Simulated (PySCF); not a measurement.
Compound: C4H7B.
Z-matrix (Å and degrees, PBE0-D3(BJ)/def2-SVP geometry), rows numbered from 1:
```
B 
C   1  1.5358
C   2  1.3625  1  125.59
C   3  1.4487  2  126.92  1     0.09
C   4  1.3426  3  122.44  2  -179.88
H   1  1.2101  2  121.75  3    -0.15
H   1  1.2100  2  120.20  3   179.83
H   2  1.0965  1  119.09  3  -179.89
H   3  1.0994  2  118.71  1  -179.90
H   4  1.0934  3  117.59  2     0.06
H   5  1.0949  4  121.22  3    -0.04
H   5  1.0926  4  121.66  3   179.97
```

Computed at PBE0/pcSseg-1 (PySCF, non-relativistic), with Q(11B) = 0.04059 b: B1, 11B (I = 3/2): χzz = 5.482 MHz, η = 0.049.

**Question.** Where would the pure quadrupole (NQR) lines of 11B at B1 fall for the rigid, isolated species?

**Answer.** From ν = (|χ|/2)√(1 + η²/3): ν = 2.742 MHz (three-coordinate boron).

In a crystal, neighbours and librations shift these lines. The basis is small and wasn't made for field gradients, so the couplings can be 20 % off.

These values come from a run that also computed NMR shieldings. On one thread, Arm Neoverse V1 (shared host), this took 8.3 s wall.

One conformer stands for the species.
